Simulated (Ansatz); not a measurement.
`[CH3][AlH][NH][SiH2]Cl` and `Cl[SiH2][NH][GeH2][Cl]` differ in one atom or group.

Ansatz, PBE0-D4/def2-TZVP geometries, multiplicity 1. Each molecule was computed in one conformer, which needn't be the lowest.

Scalar relativity is left out up to krypton.

```json
{"property": "HOMO–LUMO gap (PBE0/def2-TZVPP) / eV", "`[CH3][AlH][NH][SiH2]Cl`": "7.46"}
{"property": "LUMO energy (PBE/def2-TZVPP) / eV", "`[CH3][AlH][NH][SiH2]Cl`": "-1.44"}
{"property": "HOMO energy (B3LYP/def2-TZVPP) / eV", "`[CH3][AlH][NH][SiH2]Cl`": "-7.88"}
{"property": "size of the dipole moment (ωB97M-V/def2-TZVPP) / D", "`[CH3][AlH][NH][SiH2]Cl`": "2.61"}
{"property": "HOMO–LUMO gap (PBE/def2-TZVPP) / eV", "`[CH3][AlH][NH][SiH2]Cl`": "5.36"}
{"property": "HOMO–LUMO gap (B3LYP/def2-TZVPP) / eV", "`[CH3][AlH][NH][SiH2]Cl`": "6.99"}
```

What does the change do to each property? (Best estimate.)

The calculation gave: 
```json
{"property": "HOMO–LUMO gap (PBE0/def2-TZVPP) / eV", "`Cl[SiH2][NH][GeH2][Cl]`": "8.11", "shift": "0.65"}
{"property": "LUMO energy (PBE/def2-TZVPP) / eV", "`Cl[SiH2][NH][GeH2][Cl]`": "-1.10", "shift": "0.34"}
{"property": "HOMO energy (B3LYP/def2-TZVPP) / eV", "`Cl[SiH2][NH][GeH2][Cl]`": "-8.00", "shift": "-0.12"}
{"property": "size of the dipole moment (ωB97M-V/def2-TZVPP) / D", "`Cl[SiH2][NH][GeH2][Cl]`": "1.17", "shift": "-1.44"}
{"property": "HOMO–LUMO gap (PBE/def2-TZVPP) / eV", "`Cl[SiH2][NH][GeH2][Cl]`": "5.80", "shift": "0.44"}
{"property": "HOMO–LUMO gap (B3LYP/def2-TZVPP) / eV", "`Cl[SiH2][NH][GeH2][Cl]`": "7.58", "shift": "0.59"}
```

With PBE0 the HOMO falls by 0.14 eV and the LUMO rises by 0.51 eV, so the gap widens by about 0.65 eV. PBE moves the HOMO by -0.09 eV and ωB97M-V by -0.10 eV. Dipoles are sizes alone; their direction can turn.

B3LYP here is the variant with VWN-RPA as its local correlation; programs differ in this.
